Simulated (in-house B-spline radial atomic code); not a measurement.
Configurations of Pm⁸⁺, with energies counted from [Kr] 4d10 4f3 5s2 5p2. All numbers are computed (Dirac-Hartree-Fock, average of configuration; Fermi nucleus of rms radius 4.962 fm) with an all-electron radial atomic-structure program (B-spline basis), not measured. Energies include first-order Breit, QED and recoil terms.

Occupations are held fixed; configurations that lie above the ionisation limit could autoionise.

| configuration | E - E(ref) (eV) | highest orbital | its <r> (bohr) |
| --- | --- | --- | --- |
| [Kr] 4d10 4f3 5s2 5p1 6g1 | 97.368 | 6g7/2 | 4.706 |
| [Kr] 4d10 4f3 5s2 5p1 9d1 | 109.28 | 9d5/2 | 9.213 |
| [Kr] 4d10 4f2 5s2 5p2 9g1 | 113.56 | 9g7/2 | 12.04 |
| [Kr] 4d9 4f3 5s2 5p3 | 126.18 | 5p3/2 | 1.427 |
| [Kr] 4d9 4f3 5s2 5p2 8s1 | 225.05 | 8s1/2 | 5.638 |
| [Kr] 4d9 4f3 5s2 5p2 6g1 | 226.43 | 6g7/2 | 4.666 |
| [Kr] 4d9 4f3 5s2 5p2 9s1 | 234.04 | 9s1/2 | 7.745 |

Order these further configurations by energy, lowest first.
A. [Kr] 4d10 4f2 5s2 5p2 7d1
B. [Kr] 4d10 4f3 5s2 5p1 8g1
C. [Kr] 4d10 4f3 5s2 5p1 7s1
D. [Kr] 4d10 4f2 5s2 5p2 7g1
E. [Kr] 4d10 4f3 5s2 5p1 7g1

C (80.908 eV), A (91.079 eV), D (104.41 eV), E (105.66 eV), B (111.07 eV).

How far above the reference does [Kr] 4d10 4f3 5s2 5p1 6d1 lie?

74.224 eV; its least bound orbital is 6d5/2 with <r> = 3.131 bohr.

How far above the reference does [Kr] 4d10 4f2 5s2 5p2 6g1 lie?

96.072 eV; its least bound orbital is 6g7/2 with <r> = 4.672 bohr.

How far above the reference does [Kr] 4d10 4f2 5s2 5p3 lie?

-3.8815 eV; its least bound orbital is 5p3/2 with <r> = 1.43 bohr.

Is the reference the lowest configuration at this level of theory?

No: [Kr] 4d10 4f2 5s2 5p3 lies 3.882 eV lower. Averages of configurations without correlation can order differently from the measured ground levels.
